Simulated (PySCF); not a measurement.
C4H3N2, SMILES [c]1cncnc1, multiplicity 2.

Coordinates come from a PBE-D3(BJ)/def2-SVP optimisation. The isomer is the one that the SMILES or the coordinates give; other isomers of the formula were not compared.

Level of theory: PySCF with TDA-B3LYP/def2-SVPD.

Vertical excitations. Gas-phase values at a fixed geometry.

```json
[
 {"state": "root 1", "energy (eV)": "2.75", "λ (nm)": "451", "f": "0.001", "main pairs": "β HOMO→LUMO 98 %"},
 {"state": "root 2", "energy (eV)": "2.90", "λ (nm)": "428", "f": "0.001", "main pairs": "β HOMO−1→LUMO 97 %"},
 {"state": "root 3", "energy (eV)": "3.67", "λ (nm)": "337", "f": "0.000", "main pairs": "α HOMO−1→LUMO 28 %, β HOMO→LUMO+1 69 %"},
 {"state": "root 4", "energy (eV)": "3.89", "λ (nm)": "319", "f": "0.000", "main pairs": "α HOMO→LUMO 94 %"},
 {"state": "root 5", "energy (eV)": "4.25", "λ (nm)": "292", "f": "0.007", "main pairs": "α HOMO−1→LUMO 69 %, β HOMO→LUMO+1 30 %"},
 {"state": "root 6", "energy (eV)": "4.36", "λ (nm)": "284", "f": "0.000", "main pairs": "β HOMO−2→LUMO 95 %"},
 {"state": "root 7", "energy (eV)": "4.46", "λ (nm)": "278", "f": "0.001", "main pairs": "α HOMO−2→LUMO 41 %, β HOMO−1→LUMO+1 57 %"},
 {"state": "root 8", "energy (eV)": "4.48", "λ (nm)": "276", "f": "0.002", "main pairs": "α HOMO−2→LUMO+1 31 %, α HOMO−3→LUMO 16 %, β HOMO−1→LUMO+2 26 %, β HOMO−2→LUMO+1 21 %"},
 {"state": "root 9", "energy (eV)": "4.49", "λ (nm)": "276", "f": "0.006", "main pairs": "α HOMO→LUMO+1 95 %"},
 {"state": "root 10", "energy (eV)": "4.54", "λ (nm)": "273", "f": "0.000", "main pairs": "α HOMO−1→LUMO+1 46 %, β HOMO→LUMO+2 43 %"}
]
```
Unrestricted roots are not spin-pure.
